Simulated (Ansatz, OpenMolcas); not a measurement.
## A ladder of methods for ZrCl4 (zirconium tetrachloride)

ZrCl4 has 5 atoms, charge 0, and is taken as a singlet. As SMILES, `Cl[Zr](Cl)(Cl)Cl`. The coordinates come from a PBE0-D4/def2-TZVP relaxation.

```csv
atom,x (Å),y (Å),z (Å)
Cl,-0.1100,-0.2308,2.3018
Zr,0.0000,0.0000,0.0000
Cl,1.5454,-1.4992,-0.8533
Cl,-2.0817,-0.4301,-0.9193
Cl,0.6463,2.1601,-0.5293
```

Each level gives the vertical energy of the triplet above the singlet (eV). The values are calculated.

```
                             level                    kind     program  value (eV)
    BLYP/def2-SVP (core potential)                     GGA  OpenMolcas        5.10
     PBE/def2-SVP (core potential)                     GGA      Ansatz        5.11
   M06-L/def2-SVP (core potential)                meta-GGA  OpenMolcas        5.37
   B3LYP/def2-SVP (core potential)           global hybrid  OpenMolcas        5.36
   wB97X/def2-SVP (core potential)  range-separated hybrid      Ansatz        5.97
  B2PLYP/def2-SVP (core potential)           double hybrid      Ansatz        5.85
RPA@PBE0/def2-SVP (core potential)                     RPA      Ansatz        5.62
     MP2/def2-SVP (core potential)     perturbation theory      Ansatz        6.63
```

Spin-orbit coupling, which can split open shells on such heavy atoms by tenths of an eV, is left out. The values span 5.10 to 6.63 eV. A triplet this far above the singlet is often a Rydberg-like or dissociative state; sets without diffuse functions put Rydberg states too high.
